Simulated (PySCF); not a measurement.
## Electric field gradients and quadrupole coupling constants

C₂H₁₄OSi₄.
Cartesian coordinates in Å at the GFN2-xTB level; atoms count from 1:
```
atom  x, y, z in Å
C1    -3.6996   -0.3420   -0.4616
C2    -2.2002   -0.6023   -0.4032
Si3   -1.2297    0.9525    0.0808
O4     0.3333    0.5504    0.0772
Si5    1.9276    0.6587    0.4434
Si6    2.1951   -0.5168    2.4226
Si7    2.9725   -0.0148   -1.5111
H8    -3.9245    0.4272   -1.1969
H9    -4.0659    0.0004    0.5036
H10   -4.2466   -1.2437   -0.7332
H11   -2.0045   -1.4058    0.3102
H12   -1.8623   -0.9678   -1.3752
H13   -1.5815    1.4088    1.4282
H14   -1.3952    2.0316   -0.8958
H15    2.1474    2.1039    0.6857
H16    1.7479   -1.9136    2.3358
H17    1.4935    0.0393    3.5877
H18    3.6139   -0.5755    2.7971
H19    2.9300   -1.4709   -1.7038
H20    2.4429    0.5576   -2.7559
H21    4.3970    0.3398   -1.4814
```

Field gradients from the PBE0/pcSseg-1 density (PySCF, non-relativistic), principal values in atomic units, ordered |Vxx| ≤ |Vyy| ≤ |Vzz|:

```json
{"atom": "O4", "Vxx": "-0.5249", "Vyy": "-0.6184", "Vzz": "1.1433"}
```

Find the asymmetry η = (Vxx − Vyy)/Vzz and the couplings χ = eQV/h (234.96 MHz × Q in barn × V in au), with Q(17O) = −0.0256 b.

| atom | environment | nucleus | η | χzz (MHz) | χxx (MHz) | χyy (MHz) |
| --- | --- | --- | --- | --- | --- | --- |
| O4 | siloxane oxygen | 17O | 0.08 | -6.88 | 3.16 | 3.72 |

The tensor is traceless: Vxx + Vyy + Vzz = 0.

What is Vzz at O4 in SI units (1 au = 9.71736 × 10²¹ V/m²)?

1.1433 au = 11.110 × 10²¹ V/m².

And the gradient at the other heavy atoms, for which no coupling is worked out here?

```
atom                  environment  Vzz (au)     η
  C1                methyl carbon     0.065  0.01
  C2  sp3 carbon bound to silicon    -0.080  0.82
 Si3         oxygen-bound silicon     0.540  0.03
 Si5         oxygen-bound silicon     0.561  0.11
 Si6                 SiH3 silicon    -0.024  0.20
 Si7                 SiH3 silicon    -0.019  0.29
```

Were the hydrogens deuterons (Q(2H) = 0.00286 b), χzz would run from 100 kHz (H15) to 211 kHz (H8, H9 and H10).

One conformer (not necessarily the lowest) at the GFN2-xTB geometry, without solvent, vibrations or thermal averaging. GFN2-xTB bond lengths can be off by several hundredths of an ångström, more for odd bonds, and the gradients follow them. The basis is small and wasn't made for field gradients, so the couplings can be 20 % off.
